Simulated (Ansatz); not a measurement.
`[SiH3][O][Mg][O][SiH3]` + CH₃OH → `C[O][Mg][O][SiH3]` + `O[SiH3]`  (ligand exchange at a Mg–O bond)

Gas-phase electronic energies from Ansatz, PBE0-D4/def2-TZVP geometries. CCSD(T)/CBS is the MP2 limit (def2-TZVPP, def2-QZVPP) plus CCSD(T) − MP2 in def2-TZVPP, frozen cores. This one scheme is used for every species. Functionals use def2-TZVPP. For Mg outer-core shells are correlated without core-valence functions, which leaves a few kJ/mol of doubt a bond. Each species was taken in one conformer, which may not be the lowest.

```tsv
level	ΔE (kcal/mol)
PBE0	8.4
SCS-MP2/def2-QZVPP	9.5
```

Q: What does CCSD(T)/CBS give? (An estimate is asked.)

A: The calculation gave: +9.8 kcal/mol. The listed levels differ from it by -1.4, -0.3 kcal/mol.

Largest T1 diagnostic among the species: 0.011.

At CCSD(T), def2-SVP lies −1.0 kcal/mol from the extrapolated value and def2-TZVPP −0.4 kcal/mol. From BLYP to BHLYP (50 % exact exchange), in def2-TZVPP and without D4, ΔE moves by +1.0 kcal/mol. Leaving LDA and LC-ωPBE aside and taking each functional with its dispersion term where it has one, the values, not all of them listed here, spread over 1.2 kcal/mol, from PBE-D4 to B97M-V. LDA lies −0.8 kcal/mol from PBE without D4.
